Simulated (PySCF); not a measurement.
# Ionising LiCa

PBE0; PySCF, no relativity, basis sets Li 6-31G(d,p), Ca 6-31G(d,p). Neutral (UKS): doublet (σ ↑), Re = 3.426 Å, ωe = 196 cm⁻¹, De = 0.37 eV, HOMO -3.35 eV, LUMO -1.66 eV.

LiCa⁺ (UKS): singlet (closed shell), Re = 3.254 Å, ωe = 249 cm⁻¹, De = 1.32 eV to Li⁺ + Ca. The energies at the minima are -684.81565 hartree for LiCa and -684.64637 for LiCa⁺.

(1) Work out the adiabatic ionisation energy, without and with harmonic zero-point energies (1 hartree = 27.2114 eV, 1 eV = 8065.5 cm⁻¹), and the change of the bond length.

Closed-shell solutions of metal pairs were not tested for spin polarisation, which can lower them a little. Weak bonds: LiCa. Basis-set superposition, not corrected here, can be much of De in a small basis, most of all at correlated wavefunction levels. For an ion De counts to the pair picked by the measured ionisation energies or electron affinities, which need not be the lowest pair at this level. States were picked by a PBE0 search and need not be the measured ground states.

Results:

(1) At PBE0: 0.16928 hartree = 4.606 eV between the minima; the zero-point term (249.0 − 196.0)/2 cm⁻¹ = +0.003 eV makes it 4.610 eV. Re changes by -17.2 pm against the neutral. The electron leaves a σ orbital, and the shorter bond of the ion fits an antibonding orbital, or a change in how ionic the bond is.
